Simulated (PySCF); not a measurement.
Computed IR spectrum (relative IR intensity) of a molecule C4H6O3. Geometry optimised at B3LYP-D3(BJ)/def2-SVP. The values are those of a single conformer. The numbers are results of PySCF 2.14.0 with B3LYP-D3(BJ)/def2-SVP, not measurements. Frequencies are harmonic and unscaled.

```json
[
 {"ν (cm⁻¹)": "56", "relative intensity": "2.6"},
 {"ν (cm⁻¹)": "261", "relative intensity": "5.3"},
 {"ν (cm⁻¹)": "392", "relative intensity": "2.3"},
 {"ν (cm⁻¹)": "450", "relative intensity": "5.2"},
 {"ν (cm⁻¹)": "508", "relative intensity": "7.8"},
 {"ν (cm⁻¹)": "757", "relative intensity": "5.3"},
 {"ν (cm⁻¹)": "881", "relative intensity": "15"},
 {"ν (cm⁻¹)": "923", "relative intensity": "3.8"},
 {"ν (cm⁻¹)": "978", "relative intensity": "10"},
 {"ν (cm⁻¹)": "1006", "relative intensity": "5.9"},
 {"ν (cm⁻¹)": "1110", "relative intensity": "100"},
 {"ν (cm⁻¹)": "1134", "relative intensity": "17"},
 {"ν (cm⁻¹)": "1148", "relative intensity": "2.4"},
 {"ν (cm⁻¹)": "1225", "relative intensity": "23"},
 {"ν (cm⁻¹)": "1277", "relative intensity": "8.0"},
 {"ν (cm⁻¹)": "1391", "relative intensity": "6.5"},
 {"ν (cm⁻¹)": "1413", "relative intensity": "22"},
 {"ν (cm⁻¹)": "1449", "relative intensity": "2.5"},
 {"ν (cm⁻¹)": "1865", "relative intensity": "54"},
 {"ν (cm⁻¹)": "2910", "relative intensity": "34"},
 {"ν (cm⁻¹)": "2987", "relative intensity": "50"},
 {"ν (cm⁻¹)": "3038", "relative intensity": "25"},
 {"ν (cm⁻¹)": "3159", "relative intensity": "2.5"}
]
```

### Question
Pick the molecule that these values belong to.
A. CC1(C=O)OCO1
B. C[C@H]1COC(=O)O1
C. O=C(O)C1COC1
D. C[C@H]1O[C@@H](C=O)O1

### Answer
A, CC1(C=O)OCO1
